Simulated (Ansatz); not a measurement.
C₂H₇BFN, SMILES CN(C)BF.

Geometry: B3LYP-D3(BJ)/def2-SVP. This is a generated structure with no PubChem entry under its InChIKey; it may be hypothetical. Other conformers were not sampled.

Two levels are set side by side: PBE/def2-SVPD (Ansatz, a quantum-chemistry and plane-wave program) and PBE0/def2-SVPD (Ansatz). Energy differences of separate SCF runs at the same geometry; the states with an electron removed or added have multiplicity 2 and 2. Differences are taken from unrounded values.

| quantity | PBE |
|---|---|
| vertical ionisation energy (eV) | 9.37 |
| vertical singlet–triplet gap (eV) | 5.74 |

Question: These are the PBE values. What does PBE0 give? (An estimate is asked for; the answer gives what the named calculation found.)

Answer: 
```tsv
quantity	PBE0	PBE minus PBE0
vertical ionisation energy (eV)	9.49	-0.12
vertical singlet–triplet gap (eV)	5.84	-0.10
```

On these quantities the two levels nearly agree.
